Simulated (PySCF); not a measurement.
Isomers of C5H10O3. Theory: PySCF 2.14.0, PBE0-D3(BJ)/def2-SVP geometry optimisation, gas phase. One conformer each; no zero-point energy, no entropy. No frequencies were run at this level. Point groups hold within 0.08 Å.

Question: Rank from lowest to highest electronic energy at this level (kcal/mol).
A. `[CH3:1][CH2:2][CH:3]1[O:4][CH2:5][O:6][CH2:7][O:8]1` with C1–C2–C3–O4 60°, C2–C3–O4–C5 176°, C3–O4–C5–O6 -57°, O4–C5–O6–C7 57°, C5–O6–C7–O8 -57°
B. `[OH:1][CH2:2][CH:3]1[CH2:4][O:5][CH2:6][O:7][CH2:8]1` with H–O1–C2–C3 -63°, O1–C2–C3–C4 -178°, C2–C3–C4–O5 176°, C3–C4–O5–C6 -56°, C4–O5–C6–O7 60°, O5–C6–O7–C8 -61°

Answer: A (0.0), B (7.1).

As drawn, the higher has an O–H bond, which the lower lacks.

```tsv
SMILES	E (Eh)	E rel (kcal/mol)	dipole (D)	point group	A, B, C (MHz)
CCC1OCOCO1	-421.43721	0.0	1.75	C1	4587, 1489, 1200
OCC1COCOC1	-421.42592	7.1	1.33	C1	4327, 1392, 1124
```

How do the relative energies change in single points at PBE0/def2-SVPD (no added dispersion term) on the same geometries?

```tsv
SMILES	PBE0-D3(BJ)/def2-SVP (kcal/mol)	PBE0/def2-SVPD (kcal/mol)	shift
CCC1OCOCO1	0.0	0.0	0.0
OCC1COCOC1	7.1	5.0	-2.1
```

Each column counts from its own lowest isomer. The order is unchanged; the largest shift is 2.1 kcal/mol.

As an exercise, what shares would exp(−E/RT) give at 1000 K from these electronic energies alone (no entropy, no degeneracies)?

RT = 1.987 kcal/mol: CCC1OCOCO1 97.3 %, OCC1COCOC1 2.7 %.
